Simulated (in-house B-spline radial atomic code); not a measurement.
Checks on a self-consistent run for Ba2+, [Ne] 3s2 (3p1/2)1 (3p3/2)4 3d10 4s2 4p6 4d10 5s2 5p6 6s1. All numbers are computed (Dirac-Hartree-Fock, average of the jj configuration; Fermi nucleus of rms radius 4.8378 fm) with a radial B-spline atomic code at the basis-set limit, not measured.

```tsv
orbital	q	ε (Eh)	<1/r>	<r²>	small-component weight
1s1/2	2	-1386.92140	60.7031	0.000887937	0.042809
2s1/2	2	-225.19262	14.2834	0.014098	0.0092774
2p1/2	2	-211.63356	14.2097	0.0104466	0.0092489
2p3/2	4	-197.69873	12.9916	0.0116753	0.008752
3s1/2	2	-50.44919	5.17166	0.0955409	0.002849
3p1/2	1	-45.12767	5.06026	0.0917476	0.002767
3p3/2	4	-42.14527	4.77677	0.0977537	0.0026501
3d3/2	4	-32.21800	4.62993	0.0803571	0.0025179
3d5/2	6	-31.83905	4.54988	0.0824304	0.0024744
4s1/2	2	-11.46222	2.13016	0.494494	0.00086041
4p1/2	2	-9.24655	2.04536	0.531274	0.00081751
4p3/2	4	-8.67656	1.93483	0.568055	0.00075856
4d3/2	4	-5.01453	1.71775	0.681561	0.00061978
4d5/2	6	-4.91322	1.69419	0.696558	0.00060843
5s1/2	2	-2.33148	0.83133	2.78871	0.00018471
5p1/2	2	-1.63155	0.746238	3.4448	0.0001546
5p3/2	4	-1.53995	0.713512	3.69408	0.00014265
6s1/2	1	-0.61012	0.325745	16.4162	3.4215e-05
```

Electron-electron repulsion V_ee = 2879.7993 hartree.

Q: What total energy follows from the eigenvalues?

A: The eigenvalues count the repulsion twice, so E = Σqε - V_ee = -5213.161 - 2879.799 = -8092.960 hartree; the run printed -8092.960.

Q: Does the Dirac virial theorem hold?

A: For a point nucleus E = -2c²Σq·w, with w the small-component weight. Here Σq·w = 0.21546 and c = 137.0360, so the ratio E/(-2c²Σq·w) is 1.000075; the finite nucleus accounts for the departure from 1.

Q: What diamagnetic shielding (Lamb formula) and susceptibility (Langevin formula) do the radii give?

A: σ = (α²/3)Σq<1/r> = 350.15/(3·137.036²) = 6215.3 ppm, and χ = -0.79199×10⁻⁶·Σq<r²> = -44.73×10⁻⁶ cm³/mol with Σq<r²> = 56.476 bohr². Both are non-relativistic formulas without the paramagnetism of open shells; for so heavy an element the full relativistic shielding is larger by tens of per cent.
